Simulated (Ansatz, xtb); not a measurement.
## A geometry optimisation of BF2Si with r2SCAN-D4/def2-SVP

The starting geometry of this gas-phase doublet has its atoms placed at random.

```yaml
atoms:
  - { symbol: B, position_ang: [-0.4508, 0.4265, -0.1269] }
  - { symbol: F, position_ang: [0.5351, 0.6475, 1.6727] }
  - { symbol: F, position_ang: [0.5155, 1.7388, 0.4644] }
  - { symbol: Si, position_ang: [1.3683, -0.6552, -0.3993] }
```

Problem. One run relaxed it with r2SCAN-D4/def2-SVP. What is a likely outcome?

Solution. It ends as a structure given below by its coordinates. Contacts that close: B1–F2 (2.06 → 1.33 Å), B1–F3 (1.73 → 1.33 Å).

The energy falls by 8.71 eV over 15 steps:

| step | E − E(last) (eV) |
| --- | --- |
| 1 | 8.713 |
| 3 | 3.877 |
| 4 | 2.180 |
| 6 | 1.057 |
| 7 | 0.903 |
| 9 | 0.298 |
| 10 | 0.050 |
| 12 | 0.011 |
| 13 | 0.001 |
| 15 | 0.000 |

Final geometry (Å):

```yaml
atoms:
  - { symbol: B, position_ang: [0.4416, 0.6600, 0.4903] }
  - { symbol: F, position_ang: [0.4900, 0.6308, 1.8216] }
  - { symbol: F, position_ang: [-0.0572, 1.7667, -0.0593] }
  - { symbol: Si, position_ang: [1.0937, -0.8999, -0.6417] }
```

From the same start GFN2-xTB reaches the same bonding as this run.

From so rough a start the end depends on the optimiser's path, so another program may land elsewhere. The end wasn't checked by frequencies. Open shells are spin-unrestricted. Run with Ansatz 0.2.0, 2.9 min on 1 thread of Intel(R) Xeon(R) Processor @ 2.50GHz (Skylake/Cascade Lake) (shared host).
